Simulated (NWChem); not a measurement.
The numbers come from NWChem runs, not from measurements. System: C$_{4}$H$_{10}$Be, charge 0, spin multiplicity 1, at a geometry optimised with PBE0/def2-SVP. The structure started from a generated list of species. Level: G0W0@PBE/def2-SVP, RI basis def2-svp-rifit.

Job file:

```
start mol
memory heap 200 mb stack 700 mb global 1700 mb
geometry units angstroms nocenter noautoz
  Be     0.000000     0.000000     0.200069
  C      0.747162     1.515135     0.201984
  C      2.219259     1.577599    -0.225743
  H      0.638506     1.953865     1.214235
  H      0.147898     2.186560    -0.445970
  H      2.365997     1.205762    -1.253158
  H      2.864243     0.965874     0.426343
  H      2.623768     2.603602    -0.199039
  C     -0.747162    -1.515135     0.201984
  C     -2.219259    -1.577599    -0.225743
  H     -0.638506    -1.953865     1.214235
  H     -0.147898    -2.186560    -0.445970
  H     -2.365997    -1.205762    -1.253158
  H     -2.864243    -0.965874     0.426343
  H     -2.623768    -2.603602    -0.199039
  symmetry group C2
end
basis spherical
  * library def2-svp
end
basis "ri basis" bse spherical
  * library def2-svp-rifit
end
dft
  xc xpbe96 cpbe96
  iterations 100
  direct
  tolerances tight
end
task dft energy
gw
  states alpha occ 4 vir 2
end
task dft gw
```

Part of the output:

```
             Northwest Computational Chemistry Package (NWChem) 7.3.0
             --------------------------------------------------------

                                NWChem Input Module
                                -------------------

 Scaling coordinates for geometry "geometry" by  1.889725989
 (inverse scale =  0.529177249)

 Turning off AUTOSYM since
 SYMMETRY directive was detected!

                             Geometry "geometry" -> ""
                             -------------------------

 Output coordinates in angstroms (scale by  1.889725989 to convert to a.u.)

  No.       Tag          Charge          X              Y              Z
 ---- ---------------- ---------- -------------- -------------- --------------
    1 Be                   4.0000     0.00000000     0.00000000     0.20006900
    2 C                    6.0000     0.74716200     1.51513500     0.20198400
    3 C                    6.0000     2.21925900     1.57759900    -0.22574300
    4 H                    1.0000     0.63850600     1.95386500     1.21423500
    5 H                    1.0000     0.14789800     2.18656000    -0.44597000
    6 H                    1.0000     2.36599700     1.20576200    -1.25315800
    7 H                    1.0000     2.86424300     0.96587400     0.42634300
    8 H                    1.0000     2.62376800     2.60360200    -0.19903900
    9 C                    6.0000    -0.74716200    -1.51513500     0.20198400
   10 C                    6.0000    -2.21925900    -1.57759900    -0.22574300
   11 H                    1.0000    -0.63850600    -1.95386500     1.21423500
   12 H                    1.0000    -0.14789800    -2.18656000    -0.44597000
   13 H                    1.0000    -2.36599700    -1.20576200    -1.25315800
   14 H                    1.0000    -2.86424300    -0.96587400     0.42634300
   15 H                    1.0000    -2.62376800    -2.60360200    -0.19903900

 Effective nuclear repulsion energy (a.u.)     138.6293628739

            Nuclear Dipole moment (a.u.)
            ----------------------------
        X                 Y               Z
 ---------------- ---------------- ----------------
    -0.0000000000    -0.0000000000    -0.0000188973

      Symmetry information
      --------------------

 Group name             C2
 Group number              4
 Group order               2
 No. of unique centers     8

      Symmetry unique atoms

     1    2    3    4    5    6    7    8


 Summary of "ao basis" -> "" (spherical)
 ------------------------------------------------------------------------------
       Tag                 Description            Shells   Functions and Types
 ---------------- ------------------------------  ------  ---------------------
 *                          def2-svp                  on all atoms

 new library libraries.bse/

 Summary of "ri basis" -> "" (spherical)
 ------------------------------------------------------------------------------
       Tag                 Description            Shells   Functions and Types
 ---------------- ------------------------------  ------  ---------------------
 *                       def2-svp-rifit               on all atoms

  pbe96 is a nonlocal functional; adding pw91lda local functional.

                                 NWChem DFT Module
                                 -----------------

 Summary of "ao basis" -> "ao basis" (spherical)
 ------------------------------------------------------------------------------
       Tag                 Description            Shells   Functions and Types
[...]
     5      0.378261   1 Be py               14      0.315771   2 C  py
    67      0.315771   9 C  py                4      0.200944   1 Be px
    58     -0.149974   8 H  s               111      0.149974  15 H  s
    17      0.124315   2 C  py               70      0.124315   9 C  py
    28     -0.116189   3 C  py               81     -0.116189  10 C  py

 Vector   20  Occ=0.000000D+00  E=-2.237581D-02  Symmetry=b
              MO Center=  1.5D-14,  2.2D-16,  1.9D-01, r^2= 4.7D+00
   Bfn.  Coefficient  Atom+Function         Bfn.  Coefficient  Atom+Function
  ----- ------------  ---------------      ----- ------------  ---------------
    26     -0.563501   3 C  s                79      0.563501  10 C  s
     7      0.526496   1 Be px                4     -0.443301   1 Be px
     8     -0.345558   1 Be py               59      0.256221   8 H  s
   112     -0.256221  15 H  s                44      0.212408   5 H  s
    97     -0.212408  12 H  s                 5      0.201826   1 Be py

 Vector   21  Occ=0.000000D+00  E=-1.430762D-02  Symmetry=a
              MO Center= -1.9D-14, -1.1D-14, -5.9D-02, r^2= 4.1D+00
   Bfn.  Coefficient  Atom+Function         Bfn.  Coefficient  Atom+Function
  ----- ------------  ---------------      ----- ------------  ---------------
     9      0.677998   1 Be pz                6     -0.501334   1 Be pz
    39     -0.287359   4 H  s                92     -0.287359  11 H  s
    26      0.255824   3 C  s                79      0.255824  10 C  s
    49     -0.185015   6 H  s               102     -0.185015  13 H  s
    44      0.161699   5 H  s                97      0.161699  12 H  s

 Vector   22  Occ=0.000000D+00  E= 2.371497D-03  Symmetry=a
              MO Center= -2.0D-15,  1.3D-15,  4.4D-01, r^2= 7.4D+00
   Bfn.  Coefficient  Atom+Function         Bfn.  Coefficient  Atom+Function
  ----- ------------  ---------------      ----- ------------  ---------------
     3      1.360838   1 Be s                12     -0.809151   2 C  s
    65     -0.809151   9 C  s                26     -0.375760   3 C  s
    79     -0.375760  10 C  s                44      0.234605   5 H  s
    97      0.234605  12 H  s                54      0.192966   7 H  s
   107      0.192966  14 H  s                30     -0.177050   3 C  px

 center of mass
 --------------
 x =   0.00000000 y =   0.00000000 z =   0.02010078

 moments of inertia (a.u.)
 ------------------
         571.987435074314        -498.013918127687           0.000000000000
        -498.013918127687         656.011238537659           0.000000000000
           0.000000000000           0.000000000000        1159.865315598673

     Multipole analysis of the density
     ---------------------------------

     L   x y z        total         alpha         beta         nuclear
     -   - - -        -----         -----         ----         -------
     0   0 0 0     -0.000000    -19.000000    -19.000000     38.000000

     1   1 0 0     -0.000000     -0.000000     -0.000000     -0.000000
     1   0 1 0     -0.000000     -0.000000     -0.000000     -0.000000
     1   0 0 1      0.024739      0.012379      0.012379     -0.000019

     2   2 0 0    -25.949788   -205.868509   -205.868509    385.787230
     2   1 1 0     -1.265230   -149.976058   -149.976058    298.686887
     2   1 0 1      0.000000      0.000000      0.000000      0.000000
     2   0 2 0    -26.375635   -179.138272   -179.138272    331.900910
     2   0 1 1      0.000000      0.000000      0.000000      0.000000
     2   0 0 2    -24.485490    -26.868559    -26.868559     29.251627

 Task  times  cpu:       10.6s     wall:       10.6s

                                NWChem Input Module
                                -------------------

                                 NWChem GW Module
                                 ----------------

                             ***********************
                             ***        GW       ***
                             ***********************

 Summary of "ri basis" -> "ri basis" (spherical)
 ------------------------------------------------------------------------------
       Tag                 Description            Shells   Functions and Types
 ---------------- ------------------------------  ------  ---------------------
 Be                      def2-svp-rifit             11       27   5s4p2d
 C                       def2-svp-rifit             16       48   6s5p4d1f
 H                       def2-svp-rifit              6       14   3s2p1d

                 Memory Information
                 ------------------
          Available GA per process is          1699.9 MBs
          Available stack per process is        700.0 MBs
          Available heap per process is           0.0 MBs

          Peak memory in Initialization
              Peak GA per process is                  7.7 MBs
              Peak stack per process is               0.1 MBs
              Peak heap per process is                8.0 MBs
              Memory not in MA per process            0.0 MBs

          Peak memory in AFF Calculation
              Peak GA per process is                 36.9 MBs
              Peak stack per process is              25.4 MBs
              Peak heap per process is                0.0 MBs
              Memory not in MA per process           25.4 MBs

          Computing 2-center integrals
          Computing Inverse Cholesky factor
          Computing 3-center integrals
          Computing V_xc ...

          Computing Sigma_x
          Computing RPA polarizability
          Solving quasiparticle equations

                  Alpha Orbitals
          State     Energy (eV)     Error (eV)
          -----------------------------------
@GW        16        -11.439           0.002
@GW        17        -11.335           0.002
@GW        18         -9.710           0.002
@GW        19         -8.932           0.002
@GW        20          2.175           0.002
@GW        21          2.396           0.002

   Applying  -2.9209 eV scissor-shift to rest of particle states

   Applying   2.7842 eV scissor-shift to rest of hole states

     GW Timing Statistics
   ------------------------
   Init.   :          0.0s
     ERIs  :          1.5s
     Distr.:          0.0s
     Vxc   :          0.8s
   Sigma_x :          0.0s
   RPA     :          1.8s
   Wmn     :          0.1s
   Sigma_c :          0.0s
   GW total:          4.3s

 Task  times  cpu:        4.3s     wall:        4.3s

 Total times  cpu:       15.0s     wall:       15.0s
```
